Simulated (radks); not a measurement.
Question: Valence configurations of Dy III (all share [Xe]). Method: Dirac Kohn-Sham, PBE, spin-unpolarised, spherical densities, finite nucleus; open shells fill j = l - 1/2 first; Fermi nuclear charge, rms radius 5.2218 fm; computed with a radial shooting solver on a logarithmic mesh with Libxc functionals. Order these by energy: 4f9 6p1; 4f8 6p2; 4f8 5d2; 4f9.5 6p0.5; 4f9 5d1; 4f7 5d1 6p2; 4f8 6s2; 4f8 5d1 6p1; 4f10; 4f7.5 5d2 6p0.5.

Answer: From the lowest, in eV above it: 4f10 0.000; 4f9.5 6p0.5 3.784; 4f9 5d1 4.934; 4f9 6p1 9.485; 4f8 5d2 14.729; 4f8 6s2 17.907; 4f8 5d1 6p1 20.432; 4f7.5 5d2 6p0.5 24.677; 4f8 6p2 27.445; 4f7 5d1 6p2 45.404. NIST lists [Xe] 4f10 as the ground configuration; this level of theory agrees among the configurations tried. The energies are those of spherical spin-averaged densities, not of single terms.
